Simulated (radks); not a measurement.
Results of a calculation; reference values are marked as such.
The caesium anion Cs-, [Xe] 6s2, held by a Watson sphere: a shell of charge +1 at radius R that stands for the Madelung well of a crystal (potential energy -1/R inside, -1/r outside, in hartree with lengths in bohr). Code: a radial shooting solver on a logarithmic mesh with Libxc functionals. Model: scalar-relativistic Kohn-Sham, LB94 model potential, spin-polarised, spherical densities, finite nucleus; Fermi nuclear charge, rms radius of each element as measured or else 0.836 A^(1/3) + 0.57 fm. Response by self-consistent Sternheimer equations with the Hartree and adiabatic LDA kernel, the relativistic mass of each level held fixed and spin-orbit coupling left out. The sphere does not respond.

R (bohr)  e(5s) (eV)  e(5p) (eV)  e(6s) (eV)  <r> 6s (bohr)  sum of <r^2> (bohr^2)  X-ray form factor at sin(theta)/lambda = 0.1 1/angstrom  alpha (bohr^3)
2.84         -33.499     -19.848      -5.754          4.572                  97.38                                                   50.962           204.5
4.08         -31.690     -18.063      -5.425          4.830                  103.3                                                   50.856           250.1
4.49         -31.343     -17.710      -5.256          4.940                  105.8                                                   50.829           274.8
4.97         -31.023     -17.386      -5.047          5.068                  108.7                                                   50.803           307.6
5.34         -30.822     -17.181      -4.887          5.162                  111.0                                                   50.788           334.8
